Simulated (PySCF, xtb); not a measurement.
Se(Br)(SH) (BrHSSe), SMILES S[Se]Br. The values are those of a single conformer.

Harmonic wavenumbers (cm⁻¹) from GFN2-xTB run with xtb 6.7.1 at its own minimum, in rising order: 129, 257, 299, 392, 766, 2316.

Problem. What does B3LYP-D3(BJ)/def2-SVP (PySCF) give at its own minimum? (The exact figures need the calculation; the answer reports its results.)

Solution. 127, 265, 368, 395, 836, 2617. Paired by order, the mean absolute difference is 75 cm⁻¹ and the zero-point energies are 5.9 and 6.6 kcal/mol.
